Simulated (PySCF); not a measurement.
Dipole moment and polarisability of `[H]/N=C/C(C)=C/C=C`

Species: C₆H₉N.
Structure used (PBE0-D3(BJ)/def2-SVP), in Å, numbered top down from 1:
```xyz
16
C6H9N angstrom
C      2.9409    0.8175   -0.1932
C      1.8375    0.1241    0.1307
C      0.5048    0.5123   -0.2771
C     -0.6578   -0.1254    0.0085
C     -0.7981   -1.3719    0.8194
C     -1.8976    0.4619   -0.5106
N     -3.0343   -0.0718   -0.2952
H      2.8827    1.7300   -0.7951
H      3.9333    0.4967    0.1313
H      1.9418   -0.7819    0.7359
H      0.4406    1.4247   -0.8834
H      0.1650   -1.8423    1.0512
H     -1.4368   -2.0929    0.2885
H     -1.3200   -1.1511    1.7643
H     -1.7619    1.3922   -1.0966
H     -3.7761    0.4770   -0.7366
```

Level: B3LYP/def2-SVPD (PySCF), static field, nuclei fixed, core orbitals frozen in the response. The polarisability tensor in these axes (au):

```
x   156.99  19.68  -1.26
y    19.68  74.06 -11.55
z    -1.26 -11.55  60.84
```

Problem. What are the eigenvalues, a third of the trace, and Δα (Δα² = ½Σ(αi − αj)² over the three pairs)?

Solution. Principal values 53.31, 77.02 and 161.57 au; mean 97.30 au = 14.42 Å³ = 16.04 × 10⁻⁴⁰ C²·m²/J; Δα = 98.57 au (101 % of the mean).

Problem. What is the dipole moment, and where does it point?

Solution. (1.33, 1.16, -0.57) D, 1.86 D in size, pointing from the negative to the positive side. Measured along this direction, the outermost atoms are H13 at the negative end and H8 at the positive end.

Problem. Refractivity n − 1 of an ideal gas of it at 350 K and 1 atm, from the electronic α?

Solution. N = p/kT = 2.0968 × 10¹⁹ cm⁻³, so n − 1 = 2π × N × 14.42 × 10⁻²⁴ cm³ = 1900 × 10⁻⁶ at long wavelengths.

Problem. Rayleigh depolarisation ratio (linearly polarised light, static tensor)?

Solution. ρ = 3Δα²/(45ᾱ² + 4Δα²) = 29146.6/(426013 + 38862.2) = 0.0627.

Problem. Traceless (Buckingham) quadrupole moment about the centre of nuclear charge: eigenvalues?

Solution. -5.18, -4.59, 9.77 D·Å. The values depend on the origin, since the dipole doesn't vanish. The electronic extent ⟨r²⟩ about the same centre is 1040 bohr², a root-mean-square distance of 2.37 Å for the 52 electrons.

Geometry: PBE0-D3(BJ)/def2-SVP, one conformer, isolated molecule.
